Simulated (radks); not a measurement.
Values are calculated unless marked as measured or tabulated.
Kr+, 35 electrons, occupied as [Ar] 3d10 4s2 4p5. Code: a radial shooting solver on a logarithmic mesh with Libxc functionals. Model: Dirac Kohn-Sham, LDA (Slater exchange, Perdew-Wang correlation), spin-unpolarised, spherical densities, finite nucleus; open shells fill j = l - 1/2 first; Fermi nuclear charge, rms radius 4.1884 fm. Some entries of the table are withheld. Estimate them.

orbital  occ.  eigenvalue (hartree)  <r^2> (bohr^2)
1s1/2       2             -519.7183        0.002324
2s1/2       2             -68.82418             (1)
2p1/2       2             -62.29582             (2)
2p3/2       4             -60.32136             (3)
3s1/2       2             -10.09830          0.3247
3p1/2       2              -7.79220          0.3342
3p3/2       4              -7.50090          0.3474
3d3/2       4              -3.46450          0.3778
3d5/2       6              -3.41652          0.3831
4s1/2       2              -1.25355             (4)
4p1/2       2                   (5)           3.763
4p3/2       3                   (6)           3.923

Answer. 
(1) 2s1/2 <r^2> (bohr^2): 0.03976
(2) 2p1/2 <r^2> (bohr^2): 0.03044
(3) 2p3/2 <r^2> (bohr^2): 0.03187
(4) 4s1/2 <r^2> (bohr^2): 2.690
(5) 4p1/2 eigenvalue (hartree): -0.74102
(6) 4p3/2 eigenvalue (hartree): -0.71403
